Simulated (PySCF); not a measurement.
# Hartree-Fock beside MP2: AlBClFH cation

All numbers below are calculated, not measured. The program is PySCF 2.14.0, an open-source quantum chemistry code, run on an isolated molecule that a program drew, which may never have been made. The molecule is AlBClFH cation (charge +1, singlet), drawn as the SMILES string `F[B+][AlH][Cl]`.

The geometry was optimised and harmonic frequencies were computed with HF and MP2, all in the cc-pV(D+d)Z basis, for the commonest isotopes, with a restricted reference for singlets and an unrestricted one otherwise, and a frozen core in MP2. Each result is a local minimum of its method.

Geometry at the HF minimum:
```xyz
5
AlBClFH cation, angstrom
F    -1.2499   -3.1777   -1.8100
B    -1.2616   -2.0737   -1.2750
Al   -1.3171   -0.0514   -0.2355
Cl   -2.3604   -0.3595    1.5001
H    -0.5954    1.0641   -1.0166
```

Lengths of the bonds as drawn, in Å (atoms numbered as above):
| bond | HF | MP2 |
|---|---|---|
| F1-B2 | 1.227 | 1.245 |
| B2-Al3 | 2.275 | 2.263 |
| Al3-Cl4 | 2.048 | 2.053 |
| Al3-H5 | 1.541 | 1.545 |

Rotational constants, in GHz:
```
constant,HF,MP2
A,10.25,9.998
B,1.78,1.797
C,1.517,1.523
```

Harmonic frequencies in cm^-1, each column in rising order, so a row needn't be the same motion in every method:
| rank | HF | MP2 |
|---|---|---|
| 1 | 89 | 80 |
| 2 | 275 | 257 |
| 3 | 326 | 316 |
| 4 | 367 | 356 |
| 5 | 463 | 448 |
| 6 | 583 | 570 |
| 7 | 631 | 622 |
| 8 | 1682 | ? |
| 9 | 2161 | 2117 |

**Estimate the missing MP2 frequency from the HF column.**

A single factor s that minimises the squared misfit of MP2 against s times HF over the other rows is sum(HF x MP2) / sum(HF^2) = 0.9784, with an rms misfit of 6 cm^-1. For rank 8 it gives 0.9784 x 1682 = 1646 cm^-1. The calculation gives 1615 cm^-1, 31 cm^-1 below the estimate. The drawn bonds are on average 0.4 % longer in MP2 than in HF.
